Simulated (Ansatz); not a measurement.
Mulliken charges of `C[SiH2][O][ZnH]` from PBE/def2-TZVPP in Ansatz (PBE0-D4/def2-TZVP geometry).

| atom | x (Å) | y (Å) | z (Å) | charge (e) |
| --- | --- | --- | --- | --- |
| C1 | -1.737 | 0.350 | -0.147 | -0.372 |
| Si2 | -0.153 | -0.409 | 0.472 | 0.434 |
| O3 | 1.120 | 0.203 | -0.329 | -0.375 |
| Zn4 | 2.865 | 0.178 | -0.579 | 0.278 |
| H5 | -2.594 | -0.062 | 0.394 | 0.096 |
| H6 | -1.733 | 1.433 | -0.003 | 0.101 |
| H7 | -1.877 | 0.147 | -1.211 | 0.100 |
| H8 | -0.218 | -1.893 | 0.301 | -0.106 |
| H9 | -0.024 | -0.147 | 1.939 | -0.106 |
| H10 | 4.353 | 0.200 | -0.835 | -0.049 |

Problem. By hand: the dipole of these point charges (1 e Å = 4.8032 D).

Solution. Σ q r = (0.157, 0.026, -0.058) e Å, of length 0.169 e Å = 0.81 D.

Problem. How does the dipole of the full density compare? (Best estimate.)

Solution. Computed: (0.195, 0.071, -0.110) e Å, 1.13 D; the point charges give 0.72 times that, at 12° from its direction.

Point charges leave out the atoms' own dipoles, such as those of lone pairs, and Mulliken's split depends on the basis, so the two needn't agree.
